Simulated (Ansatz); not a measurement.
(H2Al-mu-NH2)2 (Al₂N₂H₈). Total charge 0; triplet. Geometry PBE0-D4/def2-SVP, that of the neutral singlet; atoms count from 1.

```xyz
12

Al   -0.954    0.301   -1.012
H    -0.464    1.124   -2.288
H    -2.455   -0.203   -0.813
N    -0.309    1.165    0.636
Al    0.953   -0.302    1.013
H     0.466   -1.125    2.290
H     2.452    0.204    0.812
N     0.308   -1.166   -0.635
H    -1.025    1.302    1.351
H     0.130    2.076    0.496
H     1.025   -1.296   -1.350
H    -0.126   -2.080   -0.499
```

At PBE0-D4/def2-TZVP a singlet of charge 0 lies 6.40 eV below the triplet at the same geometry.

Question: Estimate the Mulliken populations from the PBE0/def2-TZVP orbitals of Ansatz.

Answer: 
```csv
atom,charge (e),spin (α − β)
Al1,0.16,0.27
H2,-0.09,0.05
H3,-0.09,0.05
N4,-0.45,-0.10
Al5,-0.28,1.14
H6,0.08,0.32
H7,0.08,0.32
N8,-0.45,-0.10
H9,0.26,0.01
H10,0.26,0.01
H11,0.26,0.01
H12,0.26,0.01
```
Mulliken values depend strongly on the basis.

Question: Where does the spin sit?

Answer: Summed by element: Al 1.41, H 0.78, N -0.19, of 2 unpaired in all. Largest on single atoms: Al5 1.14, H7 0.32, H6 0.32.

Question: And the Mayer bond orders between heavy atoms (over 0.3)?

Answer: Al1–N4 0.66 (1.97 Å); Al1–Al5 0.41 (2.85 Å); Al1–N8 0.66 (1.97 Å); N4–Al5 0.51 (1.97 Å); Al5–N8 0.51 (1.97 Å).
